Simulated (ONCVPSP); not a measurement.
V, ONCV: configuration errors across variants

| Quantity | Value |
| --- | --- |
| Element | vanadium |
| Generator | ONCVPSP 4.0.1 |
| Type | optimised norm-conserving Vanderbilt (ONCV) |
| Functional | PBEsol |
| Relativity | fully relativistic |
| Frozen core | [Ne] 3s2 |
| Valence charge | 11 |
| Reference configuration | 3p6 3d3 4s2 |
| Partial waves | 4s: rc 2.70 bohr, ncon 4, nbas 9, qcut 2.7 1/bohr, 3 projectors, debl 3.9 Ha; 3p: rc 1.35 bohr, ncon 5, nbas 9, qcut 11 1/bohr, 2 projectors, debl 1.2 Ha; 3d: rc 1.95 bohr, ncon 4, nbas 9, qcut 8.9 1/bohr, 1 projector; f scattering state at 0.07 Ha: rc 2.20 bohr, ncon 4, nbas 8, qcut 5.1 1/bohr, 1 projector |
| Local potential | polynomial inside 1.15 bohr (lpopt 5, dvloc0 3 Ha) |
| Core correction | Teter function, fcfact 4.75, rcfact 1.2 |

Open shells are filled in proportion to 2j + 1.

In the p channel the program set the typed energies aside and used -1.605, 0.250 Ha (j = l + 1/2; the other j can differ).

All-electron excitation energies from the reference (eV): (1) 3p6 3d3 4s1 7.750; (2) 3p6 3d3 4s0 21.954; (3) 3p6 3d2 4s0 50.803; (4) 3p6 3d3 4s0 4p2 6.878.

4 further variants failed, have other tests or another functional or relativity, and are left out.

Errors AE − PS in meV (a dash: test not solved or not reliable):

| change | (1) | (2) | (3) | (4) | bound ghosts | GHOST(+) flags above zero |
| --- | --- | --- | --- | --- | --- | --- |
| base | -3.9 | -16 | +158 | -20 | none | s |
| local potential polynomial inside 1.20 bohr (lpopt 5, dvloc0 0 Ha) | -3.8 | -16 | +158 | -20 | none | s |
| core correction Teter function, fcfact 7.8, rcfact 1.2 | -3.9 | -16 | +158 | -20 | none | s |
| s: rc 3.92 | -47 | -104 | -200 | -64 | none | s |
| s: ncon 5, nbas 10 | -3.6 | -14 | +175 | -18 | none | s |

(1) Give the same row for: all radii but the core radius scaled by about 0.80 (s 2.14, p 1.08, d 1.56, f 1.76 bohr); local potential polynomial inside 0.92 bohr (lpopt 5, dvloc0 3 Ha).

Answers

(1) -4.5, -20, +149, -20; bound ghosts: none; GHOST(+) flags above zero: s.
